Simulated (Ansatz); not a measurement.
`O[SiH](O)N[SiH3]` + H₂O → `O[SiH](O)O` + `N[SiH3]`  (formal hydrolysis of the Si–N bond)

Isolated molecules relaxed with PBE0-D4/def2-TZVP in Ansatz; ΔE leaves out vibrations. CCSD(T)/CBS adds triple-zeta CCSD(T) − MP2 to the extrapolated MP2 energy (def2 sets, frozen cores). This one scheme is used for every species. Functionals use def2-TZVPP. B3LYP here is the variant with VWN-RPA as its local correlation; programs differ in this. Each species was taken in one conformer, which may not be the lowest.

| level | ΔE (kJ/mol) | difference from CCSD(T)/CBS |
| --- | --- | --- |
| PBE-D4 | -31.5 | -0.9 |
| r2SCAN-D4 | -36.5 | -5.9 |
| PBE0-D4 | -31.6 | -1.0 |
| B3LYP-D4 | -33.9 | -3.3 |
| ωB97X-V | -35.3 | -4.7 |
| ωB97M-V | -34.5 | -3.9 |
| B2PLYP | -39.7 | -9.1 |
| r2SCAN | -38.4 | -7.8 |
| B3LYP | -43.7 | -13.1 |
| HF/def2-TZVPP | -46.7 | -16.1 |
| MP2/def2-TZVPP | -31.8 | -1.2 |
| SCS-MP2/def2-TZVPP | -34.5 | -3.9 |
| CCSD/def2-TZVPP | -34.5 | -3.9 |
| CCSD(T)/def2-TZVPP | -32.5 | -1.9 |
| HF/def2-QZVPP | -46.5 | -15.9 |
| MP2/def2-QZVPP | -30.6 | 0.0 |
| CCSD(T)/CBS | -30.6 | 0 |

Largest T1 diagnostic among the species: 0.011.

In def2-TZVPP, CCSD(T) changes the Hartree–Fock value by +14.2 kJ/mol (the triples alone add +2.0 kJ/mol) and MP2 by +14.9 kJ/mol. The D4 term adds +9.8 kJ/mol with B3LYP and +5.6 kJ/mol with PBE0; it sums over pairs of atoms, weighted by their polarisabilities, and B3LYP, whose exchange is more repulsive, gets the larger term.

CCSD(T)/CBS has its own doubt, a few kJ/mol and more with outer-core shells, so smaller differences from it don't rank the levels.
